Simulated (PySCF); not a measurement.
## EPR parameters of C6H6NO2

C₆H₆NO₂ (doublet state).
Z-matrix (Å and degrees, GFN2-xTB geometry), rows numbered from 1:
```
C 
N   1  1.3496
C   2  1.3585  1  128.70
C   3  1.3680  2  126.87  1     0.00
C   4  1.4417  3  121.60  2   179.96
O   5  1.2230  4  124.14  3  -179.93
C   5  1.4740  4  112.86  3     0.03
C   7  1.3337  5  121.04  4    -0.01
O   8  1.3518  7  124.49  5     0.01
H   1  1.0679  2  120.00  3     0.02
H   1  1.0686  2  118.39  3  -179.91
H   2  1.0135  1  117.37  3   179.96
H   4  1.0757  3  120.44  2     0.04
H   7  1.0766  5  118.08  4   180.00
H   8  1.0811  7  124.69  5  -179.99
```

The hyperfine couplings belong to this conformer and change with its torsions.

Identity: `[CH2]Nc1cc(=O)cco1` [radical].

Level of theory: UKS B3LYP, pcH-1 on C H N O, non-relativistic, mean-field spin-orbit, GIAO in PySCF. Isolated species at its GFN2-xTB geometry (one conformer only). Couplings are sensitive to structure, and on GFN2-xTB geometries they can be far from those on DFT ones. The SCF solution wasn't tested for stability.

```json
{
 "g1, g2, g3": "2.00215, 2.00296, 2.00362",
 "g_iso": "2.00291",
 "Form of g": "rhombic: the two nearest values differ by 45 % of g3 − g1",
 "⟨S²⟩": "0.7561 (exact 0.7500)",
 "HOMO–LUMO gap, α and β orbitals": "3.91, 4.46 eV"
}
```

Hyperfine couplings atom by atom, in MHz; T1 to T3 are the principal values of the dipolar part; ρ(0) is the spin density at the nucleus:

```csv
atom,isotope,a_iso,T1,T2,T3,Mulliken spin population,ρ(0) (bohr⁻³)
C1,13C,65.8,-67.4,-65.8,133.2,0.85,0.0586
N2,14N,-0.9,-7.2,-6.2,13.4,0.06,-0.0028
C3,13C,-8.4,-2.0,0.8,1.2,-0.01,-0.0075
C4,13C,9.8,-11.5,-9.9,21.4,0.15,0.0087
C5,13C,-5.9,-0.7,-0.2,0.9,-0.01,-0.0053
O6,17O,-2.0,-9.1,4.4,4.7,0.03,0.0033
C7,13C,1.0,-1.8,-1.1,2.8,0.02,0.0009
C8,13C,-2.0,-1.4,0.5,0.9,-0.01,-0.0018
O9,17O,-1.4,-6.6,3.0,3.6,0.02,0.0023
H10,1H,-55.2,-32.0,0.9,31.1,-0.04,-0.0124
H11,1H,-55.0,-32.9,0.9,32.1,-0.04,-0.0123
H12,1H,-9.5,-7.9,-5.1,13.0,-0.01,-0.0021
H13,1H,-9.3,-1.8,-0.7,2.5,-0.01,-0.0021
H14,1H,-1.5,-1.1,-0.5,1.6,0.00,-0.0003
H15,1H,0.4,-0.8,-0.3,1.1,0.00,0.0001
```

Largest spin populations (Mulliken): C1 (+0.85) and C4 (+0.15). The angles at C1 add up to 360.0°, so it is planar; its axial dipolar tensor and the negative couplings of its protons fit spin in a p orbital normal to that plane.

Axes: g1 is normal to the molecular plane and g2 points within 3° of the C4–H13 bond.

Under fast tumbling the dipolar parts average out, and these isotropic splittings remain: 1 × 1H (H10, I = 1/2, 2 lines) with 1.97 mT, 1 × 1H (H11, I = 1/2, 2 lines) with 1.96 mT, 1 × 1H (H12, I = 1/2, 2 lines) with 0.34 mT, 1 × 1H (H13, I = 1/2, 2 lines) with 0.33 mT, 1 × 1H (H14, I = 1/2, 2 lines) with 0.05 mT and 1 × 14N (N2, I = 1, 3 lines) with 0.03 mT.

H10 and H11 aren't averaged: C1 is flat or nearly so (angle sum 360°), and its turn about the short C1–N2 bond (1.35 Å) is taken as slow.

The 13C coupling of C1 (65.8 MHz) shows only in satellite lines or after enrichment, since that isotope makes up about 1.07 % of natural carbon.

The spin density at the nucleus, in bohr⁻³, is negative for H10 (-0.0124), H11 (-0.0123) and C3 (-0.0075), for instance. A restricted open-shell determinant has no negative spin density anywhere; here it arises because α and β orbitals differ (spin polarisation).

Time: 78 s of wall time (with the writing of density and orbital grids); peak memory 0.97 GiB. Hardware: one thread of an Arm Neoverse V1 (shared host).
